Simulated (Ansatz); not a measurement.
Sn(NCS)H3 (CH3NSSn), 7 atoms. Hardware: 4 threads of Intel Xeon on a shared host.

In the def2 sets Sn takes a core potential; there is no spin–orbit coupling. Correlated methods freeze 11 core orbitals; core or outer-core shells of Sn are correlated, in sets that lack core-valence functions.

(1) How many basis functions does each of these Ansatz runs have, and roughly what does it cost? r2SCAN-D4/def2-TZVP, charge 1 doublet at the geometry of the charge 0 singlet, energy, from earlier orbitals; LC-ωPBE (ω = 0.20 bohr⁻¹)/def2-TZVP, charge 0 singlet, energy, from earlier orbitals; LC-ωPBE (ω = 0.30 bohr⁻¹)/def2-TZVP, charge 0 singlet, energy, from earlier orbitals; r2SCAN-D4/def2-TZVP, charge 0 triplet at the geometry of the charge 0 singlet, energy, from earlier orbitals; LC-ωPBE/def2-TZVP, charge 0 singlet, energy, from earlier orbitals; LDA (SPW92)/def2-TZVP, charge 0 singlet, energy, from earlier orbitals; BHLYP-D4/def2-TZVP, charge 0 singlet, energy, from earlier orbitals; PBE0-D4/def2-TZVP, charge 1 doublet at the geometry of the charge 0 singlet, energy, from earlier orbitals; HF/STO-3G, charge 0 singlet, energy; CCSD(T)/def2-TZVPP, charge 0 singlet, energy, from earlier orbitals; PBE-D4/def2-TZVP, charge 0 triplet at the geometry of the charge 0 singlet, energy, from earlier orbitals; PBE0-D4/def2-TZVP, charge 0 singlet, energy and forces, from earlier orbitals.

Answers

(1) Other jobs shared the machine, so times can vary by a factor of up to 3. A dash marks memory too small to be measured apart from the calling script's.

```
                                                                                                         run  functions  fitting or Cholesky vectors  wall time  peak host memory (GiB)
                                                                         HF/STO-3G, charge 0 singlet, energy         49                          635     0.66 s                       –
                                      LDA (SPW92)/def2-TZVP, charge 0 singlet, energy, from earlier orbitals        167                         1116      1.3 s                       –
                        LC-ωPBE (ω = 0.30 bohr⁻¹)/def2-TZVP, charge 0 singlet, energy, from earlier orbitals        167                         1116      2.4 s                       –
                        LC-ωPBE (ω = 0.20 bohr⁻¹)/def2-TZVP, charge 0 singlet, energy, from earlier orbitals        167                         1116      2.5 s                       –
                                         BHLYP-D4/def2-TZVP, charge 0 singlet, energy, from earlier orbitals        167                         1300      3.1 s                       –
                                          LC-ωPBE/def2-TZVP, charge 0 singlet, energy, from earlier orbitals        167                         1116      3.1 s                       –
                               PBE0-D4/def2-TZVP, charge 0 singlet, energy and forces, from earlier orbitals        167                         1199        5 s                       –
  PBE0-D4/def2-TZVP, charge 1 doublet at the geometry of the charge 0 singlet, energy, from earlier orbitals        167                         1199       12 s                    0.73
   PBE-D4/def2-TZVP, charge 0 triplet at the geometry of the charge 0 singlet, energy, from earlier orbitals        167                         1116       14 s                       –
r2SCAN-D4/def2-TZVP, charge 1 doublet at the geometry of the charge 0 singlet, energy, from earlier orbitals        167                         1116       25 s                       –
r2SCAN-D4/def2-TZVP, charge 0 triplet at the geometry of the charge 0 singlet, energy, from earlier orbitals        167                         1116       53 s                       –
                                         CCSD(T)/def2-TZVPP, charge 0 singlet, energy, from earlier orbitals        196                         1323       64 s                     2.5
```
